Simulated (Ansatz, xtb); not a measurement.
**A geometry optimisation of C2H8Si2+ with r2SCAN-D4/def2-SVP**

The starting geometry of this gas-phase doublet was built from a drawn formula by distance geometry and a force field; its bonds are those of `[SiH2+]C[CH][SiH3]`.

```xyz
12

C    -0.1753    0.9286   -0.6871
C    -0.6291    1.7397    0.5247
Si    0.3268    1.8459   -2.1712
Si    0.4461    2.2919    1.8728
H    -0.8043    2.6488   -2.7045
H     1.4273    2.8590   -1.9409
H     0.7270    0.2766   -0.3481
H    -0.8994    0.2089   -0.9206
H    -1.6713    2.0860    0.5033
H     1.8525    1.8849    1.5757
H    -0.0436    1.6458    3.0971
H     0.3426    3.7702    1.9832
```

Question: Where would you expect an optimisation with r2SCAN-D4/def2-SVP to take it?

Answer: A new bond forms, giving a structure given below by its coordinates. Contacts that close: C2–Si3 (2.86 → 1.99 Å).

The energy falls by 1.42 eV over 11 steps:

```tsv
step	E − E(last) (eV)
1	1.425
2	0.628
3	0.299
4	0.106
5	0.043
7	0.002
8	0.001
9	0.000
10	0.000
11	0.000
```

Final geometry (Å):

```yaml
atoms:
  - { symbol: C, position_ang: [-0.2281, 0.5866, -0.5483] }
  - { symbol: C, position_ang: [-0.5660, 1.7252, 0.2629] }
  - { symbol: Si, position_ang: [0.1516, 2.3003, -1.5006] }
  - { symbol: Si, position_ang: [0.5102, 2.4096, 1.7054] }
  - { symbol: H, position_ang: [-0.8555, 2.7944, -2.4563] }
  - { symbol: H, position_ang: [1.5775, 2.6725, -1.5383] }
  - { symbol: H, position_ang: [0.7547, 0.1027, -0.4347] }
  - { symbol: H, position_ang: [-1.0079, -0.0094, -1.0427] }
  - { symbol: H, position_ang: [-1.6360, 1.9943, 0.2710] }
  - { symbol: H, position_ang: [1.9096, 2.0067, 1.4051] }
  - { symbol: H, position_ang: [-0.0434, 1.7217, 2.9067] }
  - { symbol: H, position_ang: [0.3326, 3.8818, 1.7543] }
```

From the same start GFN2-xTB reaches the same bonding as this run.

No frequencies were run, so the end isn't proven a minimum. Open shells are spin-unrestricted. Run with Ansatz 0.2.0, 78 s on 2 threads of Arm Neoverse V1, with other jobs on the host.
